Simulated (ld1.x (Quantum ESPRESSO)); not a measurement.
## rhenium (Re): one change to a TM potential, before and after

```json
{"Element": "rhenium (Re)", "Generator": "ld1.x (Quantum ESPRESSO) 7.5", "Type": "norm-conserving Troullier–Martins (Kleinman–Bylander form)", "Functional": "Wu–Cohen", "Relativity": "scalar-relativistic", "Frozen core": "[Xe] 4f14", "Valence charge": "7", "Reference configuration": "5d4 6s0 6p0 (charge +3)", "Partial waves": "6p (bound, empty): rc 2.55 bohr; 5d (bound): rc 2.25 bohr; 6s (bound, empty): rc 1.85 bohr", "Local potential": "the s channel", "Core correction": "a·sin(br)/r model core inside 1.45 bohr"}
```

Change: core correction a·sin(br)/r model core inside 2.08 bohr.

Cutoffs: the cutoffs (Ry, on a coarse ladder) from which the occupation-weighted sum of valence levels, in a spherical-Bessel basis at the reference potential, stays within 10 and 1 mRy of its value at 400 Ry; they do not see the model core or the augmentation charge, which bear on the density cutoff. Errors are all-electron minus pseudo energies relative to the spin-unpolarised reference configuration.

**Question.** Predict the effect on cutoff, ghosts and configuration errors.

**Answer.** The potential gets neither clearly harder nor softer (35 Ry and 40 Ry → 35 Ry and 40 Ry); of the 7 tests that both files solve, the error grows in 3 and shrinks in 2 by more than 15 % and 0.3 meV (median size 96.4 → 100.8 meV); neither file shows a bound ghost. A wider model core is smoother and lowers the density cutoff, which this test does not measure.

| quantity | base | changed |
| --- | --- | --- |
| cutoff, loose | 35 Ry | 35 Ry |
| cutoff, tight | 40 Ry | 40 Ry |
| bound ghosts | none | none |
| error for 5d5 6s2 6p0, meV [ΔE -52.82 eV] | -8.2 | -33 |
| error for 5d5 6s1 6p0, meV [ΔE -43.51 eV] | -78 | -86 |
| error for 5d5 6s0 6p0, meV [ΔE -27.16 eV] | -119 | -101 |
| error for 5d5.5 6s1.5 6p0, meV [ΔE -52.43 eV] | -96 | -112 |
| error for 5d5 6s1.5 6p0, meV [ΔE -49.01 eV] | -44 | -62 |
| error for 5d6 6s1 6p0, meV [ΔE -51.86 eV] | -212 | -212 |
| error for 5d3 6s0 6p0, meV [ΔE 39.39 eV] | -200 | -151 |
| s: phases at 2.76 bohr within 0.05 rad from the reference energy up to (Ry; the scan ends near 5) | -1.2 | -1.2 |
| p: phases at 2.76 bohr within 0.05 rad from the reference energy up to (Ry; the scan ends near 5) | 2.8 | 2.8 |
| d: phases at 2.76 bohr within 0.05 rad from the reference energy up to (Ry; the scan ends near 5) | -0.4 | -0.4 |
